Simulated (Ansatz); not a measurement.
A structure relaxed at PBE0-D4/def2-TZVP, charge 0, multiplicity 1:

Cartesian coordinates in Å:
```
F 1.813 0.801 1.776
Si 1.504 0.317 0.284
N 0.063 -0.606 0.206
Si -1.498 -0.065 -0.255
Cl -1.968 -0.605 -2.186
H 2.657 -0.514 -0.124
H 1.319 1.529 -0.540
H 0.146 -1.589 0.430
H -1.500 1.411 -0.193
H -2.535 -0.678 0.601
```

Q: Give its formula and SMILES.

A: ClFH5NSi2, `F[SiH2]N[SiH2]Cl`.

Q: Summarise the bond lengths by kind.

A: 1 × F–Si 1.599 Å; 2 × N–Si 1.713 to 1.715 Å; 4 × H–Si 1.477 to 1.479 Å; 1 × H–N 1.011 Å; 1 × Cl–Si 2.059 Å.

All numbers were calculated with Ansatz.
